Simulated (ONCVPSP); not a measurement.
# Before and after: ONCV potential for Rh (Z = 45)

```json
{"Element": "Rh (Z = 45)", "Generator": "ONCVPSP 4.0.1", "Type": "optimised norm-conserving Vanderbilt (ONCV)", "Functional": "LDA (Perdew-Wang 92)", "Relativity": "scalar-relativistic", "Frozen core": "[Ar] 3d10", "Valence charge": "17", "Reference configuration": "4s2 4p6 4d8 5s1", "Partial waves": "4s+5s: rc 1.65 bohr, ncon 5, nbas 9, qcut 8.3 1/bohr, 2 projectors; 4p: rc 1.10 bohr, ncon 4, nbas 7, qcut 6.3 1/bohr, 1 projector; 4d: rc 1.95 bohr, ncon 4, nbas 8, qcut 9.7 1/bohr, 1 projector", "Local potential": "polynomial inside 0.95 bohr (lpopt 3, dvloc0 3 Ha)", "Core correction": "Teter function, fcfact 2, rcfact 1.55"}
```

Change: d: qcut 11.6.

Cutoffs: the cutoffs (Ha) at which the residual kinetic energy of the hardest occupied pseudo-wave falls to 1 and 0.1 mHa per electron; they do not see the model core or the augmentation charge, which bear on the density cutoff. Errors are all-electron minus pseudo energies relative to the spin-unpolarised reference configuration.

Problem. What does the change do?

Solution. The potential gets neither clearly harder nor softer (106 Ha and 126 Ha → 106 Ha and 126 Ha); the p channel sets the loose cutoff, while the largest relative change is in d, which becomes harder; of the 4 tests that both files solve, the error grows in 1 and shrinks in 1 by more than 15 % and 0.3 meV (median size 2.1 → 3.1 meV); the range in which the d phases agree narrows (upper end at the end of the scan → 1.8); neither file shows a bound ghost.

```tsv
quantity	base	changed
cutoff, loose	106 Ha	106 Ha
cutoff, tight	126 Ha	126 Ha
loose cutoff by channel	s 26 Ha, p 106 Ha, d 26 Ha	s 26 Ha, p 106 Ha, d 35 Ha
bound ghosts	none	none
GHOST(+) flags under 300 eV	none	none
error for 4s2 4p6 4d8 5s0, meV [ΔE 7.78 eV]	-1.5	-1.7
error for 4s2 4p6 4d7 5s0, meV [ΔE 27.55 eV]	-2.2	-0.6
error for 4s2 4p6 4d6 5s0, meV [ΔE 60.29 eV]	+2.0	+4.4
error for 4s2 4p6 4d7 5s1 5p1, meV [ΔE 6.63 eV]	+41	+41
s: phases at 1.67 bohr within 0.05 rad from the reference energy up to (Ha; the scan ends near 5)	to the end of the scan	to the end of the scan
p: phases at 1.11 bohr within 0.05 rad from the reference energy up to (Ha; the scan ends near 5)	3.5	3.5
d: phases at 1.98 bohr within 0.05 rad from the reference energy up to (Ha; the scan ends near 5)	to the end of the scan	1.8
rms error of d²Exc/dni dnj with the model core, mHa	0.53	0.51
```
